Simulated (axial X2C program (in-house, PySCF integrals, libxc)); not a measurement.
Which molecule has these constants?

All values come from calculations with an axial X2C code built on PySCF integrals, spin-free (one-electron X2C) or two-component (2c: spin–orbit coupling with atomic mean-field Coulomb and Gaunt terms, which also bring small scalar terms), in Dyall basis sets with cores contracted in-house; open shells are unrestricted.

A two-component PBE0 calculation in a Dyall 3-zeta basis gave Re = 2.920 Å, ωe = 141.0 cm⁻¹, dipole magnitude 2.00 D, Ω = 7/2.

Question: Which molecule is it?
A. BeCo
B. SrCo
C. MgCo
D. CaCo

Answer: B. The others have CaCo 2.770 Å and 182.9 cm⁻¹ (Ω = 7/2); BeCo 2.118 Å and 457.5 cm⁻¹ (Ω = 7/2); MgCo 2.559 Å and 225.2 cm⁻¹ (Ω = 7/2).

Each entry is the lowest single determinant of a limited PBE0 search at one distance. De goes to single-determinant-based atoms at the same level (for ions the charge split of lowest energy) and is withheld (n/a) where an atom does not fit its ground term or J level. Main or longest-lived isotopes. One determinant is a doubtful description, or other states lie close, for SrCo, CaCo, BeCo, MgCo; these need not be ground states, and all values refer to the states named. With several unpaired electrons the Ω given is that of one determinant, not necessarily of the lowest component. The functionals have no current term, which raises determinants with orbital currents. Where the atoms have a lower orbital projection than the molecule, De at mean-field level may be about a tenth of an eV too small.
